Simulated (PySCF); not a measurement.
**How methods differ on the ionisation energy of Ta**

Ta [Xe] 4f14 5d3 6s2 [5d3/2^3, M_J = 3/2] → Ta⁺ [Xe] 4f14 5d3 6s1 [5d3/2^3 6s1/2^1, M_J = 1], as a difference of total energies. Computed with PySCF 2.14 in x2c-SVPall-2c with one added diffuse shell each of s, d type (8s9p10d2f, 99 functions), with the two-component X2C-1e Hamiltonian. "Screened" scales the spin-orbit matrix elements by Boettger's factors to mimic the two-electron term; Breit and QED terms are absent.

```
                   method  ionisation energy (eV)
          GHF (spin-free)                   5.834
GHF (screened spin-orbit)                   5.835
```

The spin-free rows relax to the high-spin LS determinant and lack the spin-orbit shift.

Errors of the correlated levels include the incompleteness of this basis and the frozen core.

The labels give the starting determinants; with spin-orbit coupling the two ends relaxed to ⟨J²⟩ = 5.90, ⟨L²⟩ = 11.83, ⟨S²⟩ = 3.71 and ⟨J²⟩ = 5.28, ⟨L²⟩ = 11.90, ⟨S²⟩ = 5.95.

The determinant of Ta and of Ta⁺ mixes levels of different J (the jj label is only the starting occupation), so the difference between spin-free and spin-orbit rows is not the physical spin-orbit shift.

For comparison: 7.550 eV (measured; NIST Atomic Spectra Database, ionization energies).
